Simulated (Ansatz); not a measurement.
Cartesian coordinates in Å:
```
B -1.506 1.082 0.460
Ge 0.359 0.557 -0.237
C 0.784 -1.350 -0.111
H -2.286 0.274 0.871
H -1.840 2.230 0.458
H 1.431 1.368 0.528
H 0.467 1.002 -1.715
H 0.750 -1.677 0.930
H 1.781 -1.551 -0.505
H 0.061 -1.936 -0.679
```

The species carries charge 0 and has multiplicity 1.

Question: List the PBE/def2-TZVPP orbital energies in eV (the Gaussian-basis code of Ansatz). (Best estimate.)

Answer: Ansatz gave: Occupied: -10803.91, -1337.29, -1190.71, -1190.70, -1190.69, -268.67, -177.69, -161.87, -113.33, -113.30, -113.27, -29.16, -29.14, -29.10, -29.07, -29.07, -17.14, -13.49, -11.60, -9.89, -9.81, -8.66, -7.89, -7.41, -6.84. Lowest empty: -3.29, 0.17, 0.70, 1.27, 1.57, 1.62, 2.24, 2.51.
